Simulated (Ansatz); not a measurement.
Frontier orbitals of ClH₃MoO₄, SMILES `[O]=[Mo]([OH])([OH])([OH])[Cl]`.

| atom | x (Å) | y (Å) | z (Å) |
| --- | --- | --- | --- |
| O1 | -1.5677 | -0.8412 | -0.1388 |
| Mo2 | -0.0928 | -0.0706 | 0.0013 |
| O3 | -0.7250 | 1.4043 | 0.9425 |
| O4 | 0.6661 | -1.5093 | 0.9116 |
| O5 | 0.1955 | 0.1419 | -1.8244 |
| Cl6 | 2.0964 | 0.9194 | 0.2762 |
| H7 | -1.6708 | 1.4497 | 1.1219 |
| H8 | 1.5894 | -1.3252 | 1.1347 |
| H9 | -0.4910 | -0.1690 | -2.4250 |

Charge 0, multiplicity 1. Correlated methods include outer-core shells of Mo, which these sets cover unevenly. Mo takes the def2 core potential. Geometry: relaxed with PBE0-D4/def2-TZVP. It is one conformer, not always the lowest. Basis def2-TZVPP, the Gaussian-basis code of Ansatz.

Orbital energies of one run (eV). Highest occupied ones, from the top: -11.14, -11.15, -11.68, -13.10, -13.22, -13.58, -13.67, -14.57, -14.92, -15.66, -16.13, -16.39, -18.07, -18.73. Empty: -1.32, -1.28, 0.17, 0.24, 1.39, 2.21.

Which functional gave them?
A. LDA (SPW92)
B. LC-ωPBE
C. HSE06 (plane-wave form)
D. B97M-V

B. HOMO energies: LC-ωPBE -11.14, B97M-V -7.50, LDA (SPW92) -7.31, HSE06 -8.05 eV.

LC-ωPBE has ω = 0.4 bohr⁻¹.
